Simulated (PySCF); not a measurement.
M06 on B (boron, neutral), [He] 2s1 2p1 3d1, one real determinant (an excited configuration). All numbers are calculated (PySCF 2.14, no relativity, point nucleus, in dyall-av3z).

```
cycle= 1 E= -24.2234105066838  delta_E= -0.00355  |g|= 0.21  |ddm|= 0.0774
cycle= 2 E= -24.2234423980204  delta_E= -3.19e-05  |g|= 0.0361  |ddm|= 0.00588
cycle= 3 E= -24.2234432562894  delta_E= -8.58e-07  |g|= 0.00248  |ddm|= 0.000897
cycle= 4 E= -24.2234432608021  delta_E= -4.51e-09  |g|= 0.000229  |ddm|= 2.56e-05
cycle= 5 E= -24.2234432608533  delta_E= -5.12e-11  |g|= 2.61e-05  |ddm|= 1.09e-05
converged SCF energy = -24.2234432608533  <S^2> = 3.7500186  2S+1 = 4.0000093
```

Highest occupied orbital energy: 0.285 eV; ⟨L²⟩ = 8.00; populations by l: s 3.00, p 1.00, d 1.00, f 0.00.

Q: Can this result be used?

A: Not for this state. The calculation finished and met its thresholds. ⟨L²⟩ = 8.00 against 12 for a pure F term, so this real determinant mixes terms. The outer electron is Rydberg-like, and this basis confines it to a smaller radius and binds it less than a complete one would. At M06 the highest occupied level has a positive energy, so only the finite basis holds that electron; for this excited configuration the basis is too tight for the outer shell.
